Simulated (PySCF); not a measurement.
GaI3. Atoms are numbered in the order given.

```xyz
4

Ga     0.0000     0.0000     0.0000
I     -2.4961     0.0000     0.0000
I      1.2481     2.1617     0.0000
I      1.2481    -2.1617     0.0000
```
Charge 0, spin multiplicity 1.

Coordinates come from a B3LYP-D3(BJ)/def2-SVP optimisation. The isomer is the one that the SMILES or the coordinates give; other isomers of the formula were not compared. The def2 effective core potentials stand for the cores of I; spin–orbit coupling is left out.

These are PySCF 2.14.0 with B3LYP-D3(BJ)/def2-SVP values and carry that method's errors.

Frequencies are harmonic and unscaled.

Modes within 1.5 cm⁻¹ of each other (mostly degenerate sets) share a row, with their intensities summed.

| mode | ν (cm⁻¹) | IR (km/mol) | moving atoms (share of kinetic energy) |
|---|---|---|---|
| 1–2 | 59 | 1.7 | I 89 %, Ga 11 % |
| 3 | 89 | 1.7 | Ga 85 %, I 15 % |
| 4 | 155 | 0.0 | I 100 % |
| 5–6 | 283 | 112.9 | Ga 74 %, I 26 % |
